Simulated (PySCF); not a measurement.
**How methods differ on the excitation energy of Ni²⁺**

Ni²⁺ [Ar] 3d8 (3F) → Ni²⁺ [Ar] 3d7 4p1 (high-spin determinant), as a difference of total energies. Calculation: PySCF 2.14, in x2c-TZVPPall with one added diffuse shell each of s, p, d, f type (7s6p5d3f1g, 80 functions); scalar relativity by spin-free X2C-1e. Correlated levels: valence: [Ar] frozen; valence and next inner shell: [Ne] frozen. The calculations carry no spin-orbit coupling.

```json
{"method": "UHF", "excitation energy (eV)": "11.903"}
{"method": "LDA", "excitation energy (eV)": "13.893"}
{"method": "PBE", "excitation energy (eV)": "13.570"}
{"method": "PBE0", "excitation energy (eV)": "13.396"}
{"method": "r2SCAN", "excitation energy (eV)": "13.453"}
{"method": "wB97X-V", "excitation energy (eV)": "13.816"}
{"method": "TPSS", "excitation energy (eV)": "13.421"}
{"method": "revPBE", "excitation energy (eV)": "13.531"}
{"method": "PW91", "excitation energy (eV)": "13.617"}
{"method": "MP2 (valence)", "excitation energy (eV)": "13.686"}
{"method": "SCS-MP2 (valence)", "excitation energy (eV)": "13.777"}
{"method": "MP2 (valence and next inner shell)", "excitation energy (eV)": "14.097"}
{"method": "SCS-MP2 (valence and next inner shell)", "excitation energy (eV)": "14.011"}
```

Q: How much does correlation contribute at MP2 (valence and next inner shell)?

A: 14.097 − (11.903) = 2.194 eV, measured against UHF.

A first-order spin-orbit estimate (lowest level to lowest level, LS coupling) adds 0.032 eV.

The determinant of the upper state mixes LS terms, which raises its energy above the lowest term, most at the Hartree-Fock and MP2 levels.
